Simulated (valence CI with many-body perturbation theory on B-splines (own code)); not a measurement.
## Pt LV: magnetic and hyperfine properties of the levels

Computed by relativistic CI+MBPT: six valence electrons over a frozen Dirac-Fock core [Ar], radial functions for each j: 7 s, 7 p, 8 d, 6 f, 4 g, 1 h, with the one-electron correlation potential Σ1, the two-electron term Σ2, the three-electron term Σ3, Breit, model QED; selected CI, second order for the rest, scaled by the run's own slope (own B-spline code, finite nucleus).

No measured spectrum was set against this ion. As an estimate, large intervals hold to a few tenths of a per cent, small ones and those within an open d or f shell to about a per cent. Core correlation moves these levels by up to 18000 cm⁻¹, and in measured spectra 5 to 20 % of such shifts remained as error; rates that hang on mixing are uncertain with them. Among the levels kept, up to 1100 cm⁻¹ of a level comes from second order outside the variational space, and about a tenth of that is noise between levels of different J, which matters for small intervals. The list stops below the first excitations out of the core. Only levels of the ground parity were solved; by the run's estimate the other parity begins above the list, which can be wrong where configurations are misplaced.

A/g_I is the dipole constant over the nuclear g factor μ/I (μ in nuclear magnetons, uniformly magnetised nucleus), B/Q the quadrupole constant per barn. Both hold the static response of the core; the bare values leave it out. Large factors of s and p1/2 electrons are usually good to 5 to 10 %; those of open d and f shells near neutrality can be off by tens of per cent, and small factors of p3/2, d and f electrons come from cancelling terms and can be off by a factor of two or in sign, in half-filled shells by more. B is blank for J = 1/2, where it vanishes, and for nearly pure S terms. Energies count from the lowest level. Levels with J = 0 are left out.

Levels are named by their leading jj configuration (3d3/2^4 stands for four electrons in 3d with j = 3/2), which in mixed levels can hold well under half, so a name can repeat and another be missing. Letters in brackets count levels of one name in rising energy.

| Level | E (cm⁻¹) | g | A/g_I (MHz) | A/g_I bare | B/Q (MHz/b) | B/Q bare |
| --- | --- | --- | --- | --- | --- | --- |
| (3d3/2^4 3d5/2^2) J=4 | 0 | 1.228 | 45300 | 46400 | 79800 | 80400 |
| (3d3/2^4 3d5/2^2) J=2 | 68296 | 1.250 | 44500 | 45600 | -48700 | -49000 |
| (3d3/2^3 3d5/2^3) J=3 [a] | 667340 | 1.327 | 28300 | 29700 | 2870 | 2810 |
| (3d3/2^3 3d5/2^3) J=4 [a] | 675940 | 1.177 | 47900 | 48700 | 69800 | 70500 |
| (3d3/2^3 3d5/2^3) J=1 [a] | 710400 | 1.255 | 47100 | 48300 | -30300 | -30500 |
| (3d3/2^3 3d5/2^3) J=6 | 741440 | 1.096 | 65500 | 66100 | -79600 | -80400 |
| (3d3/2^3 3d5/2^3) J=5 | 742920 | 1.124 | 58500 | 59100 | 40000 | 40400 |
| (3d3/2^3 3d5/2^3) J=2 [a] | 804790 | 0.986 | 79400 | 79600 | -59200 | -59600 |
| (3d3/2^3 3d5/2^3) J=3 [b] | 817510 | 1.062 | 70100 | 70600 | 14900 | 14800 |
| (3d3/2^3 3d5/2^3) J=4 [b] | 937520 | 1.046 | 73000 | 73400 | -65400 | -66000 |
| (3d3/2^3 3d5/2^3) J=1 [b] | 946170 | 1.228 | 29400 | 30300 | 60500 | 60900 |
| (3d3/2^3 3d5/2^3) J=2 [b] | 947420 | 1.112 | 61100 | 61700 | 110000 | 110000 |
| (3d3/2^3 3d5/2^3) J=3 [c] | 958000 | 1.054 | 72400 | 72800 | -95800 | -96500 |
| (3d3/2^2 3d5/2^4) J=2 [a] | 1381000 | 1.427 | 6540 | 8240 | -23200 | -23400 |
| (3d3/2^2 3d5/2^4) J=4 [a] | 1430300 | 1.096 | 61800 | 62400 | 17100 | 17400 |
| (3d3/2^2 3d5/2^4) J=3 [a] | 1458400 | 1.200 | 43700 | 44600 | -30400 | -30600 |
| (3d3/2^2 3d5/2^4) J=5 | 1465900 | 1.084 | 67000 | 67500 | -58300 | -58700 |
| (3d3/2^2 3d5/2^4) J=6 | 1492400 | 1.045 | 72500 | 72900 | -81700 | -82300 |
| (3d3/2^2 3d5/2^4) J=3 [b] | 1526800 | 0.972 | 83000 | 83100 | 331 | 347 |
| (3d3/2^2 3d5/2^4) J=1 | 1545200 | 0.980 | 83400 | 83500 | -26800 | -27000 |
| (3d3/2^2 3d5/2^4) J=4 [b] | 1560400 | 1.038 | 75800 | 76100 | 3400 | 3340 |
| (3d3/2^2 3d5/2^4) J=2 [b] | 1574100 | 1.044 | 73200 | 73600 | -53900 | -54400 |
| (3d3/2^2 3d5/2^4) J=2 [c] | 1676100 | 0.883 | 98300 | 98100 | -281 | -226 |
| (3d3/2^2 3d5/2^4) J=4 [c] | 1716500 | 1.150 | 53200 | 53900 | -92300 | -93100 |
| (3d3/2^2 3d5/2^4) J=2 [d] | 1867000 | 1.024 | 74300 | 74600 | 89000 | 89800 |
| (3d3/2 3d5/2^5) J=1 | 2151300 | 1.489 | -9780 | -7880 | -17700 | -17800 |

Take the isotope of mass number 195, with I = 1/2, μ = 0.6073 μN. What is the hyperfine structure of (3d3/2^4 3d5/2^2) J=2?

From the table A = 54100 MHz. Shifts from the centre of gravity in MHz: F = 3/2: -81200, F = 5/2: 54100.
